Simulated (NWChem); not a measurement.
Polarisability of H4Ti

SMILES: [TiH4]
```xyz
5

Ti     0.0000     0.0000     0.0000
H      1.3902     0.0000     0.9824
H     -1.3902     0.0000     0.9824
H      0.0000    -1.3902    -0.9825
H      0.0000     1.3902    -0.9825
```
Charge 0, spin multiplicity 1.

Program: NWChem. The geometry was optimised at PBE/def2-SVP, a minimum by its harmonic frequencies.

Basis set: def2-SVPD. Static limit.

B3LYP has NWChem's definition, with VWN1-RPA local correlation. The structure started from a generated list of species.

Problem. One of these methods gave an isotropic polarisability of 46.62 bohr³. Which?
A) HF
B) B3LYP
C) LDA (SVWN5)
D) PBE

Solution. A, HF. The others give 49.83 (LDA (SVWN5)), 48.85 (PBE), 48.23 (B3LYP).
